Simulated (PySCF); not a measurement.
## Radial density of Xe (xenon, neutral)

revPBE, [Kr] 4d10 5s1 5p6 6p1, high-spin 3P determinant (an excited configuration). Computed with PySCF 2.14 in aug-cc-pV5Z-PP with ECP28MDF (8s8p6d4f3g2h, 139 functions), with scalar relativity through the core potential. This is the valence pseudo-density: the core potential removes the inner electrons and smooths the orbitals near the nucleus.

```csv
r (bohr),4πr²ρ (e/bohr),4πr²(ρα − ρβ)
0.00122,1.761e-05,0.0000
0.00206,4.851e-05,0.0000
0.00347,0.0001286,0.0000
0.00583,0.0003204,0.0000
0.00981,0.0007430,0.0001
0.0165,0.001505,0.0002
0.0277,0.002520,0.0003
0.0467,0.003422,0.0004
0.0785,0.006332,0.0003
0.132,0.03868,0.0004
0.222,0.4462,0.0034
0.373,6.136,0.0755
0.628,28.25,0.1675
1.06,13.65,0.2058
1.78,5.093,0.7971
2.99,1.440,0.0762
5.03,0.1692,0.1208
8.46,0.1494,0.1493
14.2,0.001650,0.0016
```

Energies and moments cover only the electrons outside the core potential. The outer electron is Rydberg-like, and this basis confines it to a smaller radius and binds it less than a complete one would.
